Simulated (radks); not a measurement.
Coulomb parameter of the 5d shell of the gold ion Au+ in the model configuration [Xe] 4f14 5d9 6p1, as a second difference U = [E(n + 0.5) + E(n - 0.5) - 2 E(n)] / (0.5)^2 with all orbitals relaxed. "Bare": the charge of the atom changes with n. "Screened": the 6p shell takes up the change at fixed total charge, which measures U(5d,5d) + U(6p,6p) - 2 U(5d,6p). Calculated with a radial shooting solver on a logarithmic mesh with Libxc functionals: scalar-relativistic Kohn-Sham, r2SCAN, spin-unpolarised, spherical densities, finite nucleus; meta-GGA in the generalised Kohn-Sham scheme; Fermi nuclear charge, rms radius 5.4371 fm.

start: configuration [Xe] 4f14 5d9 6p1; E - E(n) (eV) 0.000
bare +0.5: configuration [Xe] 4f14 5d9.5 6p1; E - E(n) (eV) -8.448
bare -0.5: configuration [Xe] 4f14 5d8.5 6p1; E - E(n) (eV) 11.301
screened +0.5: configuration [Xe] 4f14 5d9.5 6p0.5; E - E(n) (eV) -5.537
screened -0.5: configuration [Xe] 4f14 5d8.5 6p1.5; E - E(n) (eV) 6.161

U(bare) = 11.411 eV, U(screened by 6p) = 2.496 eV, against the Slater integral F0(5d,5d) = 16.384 eV with frozen orbitals.
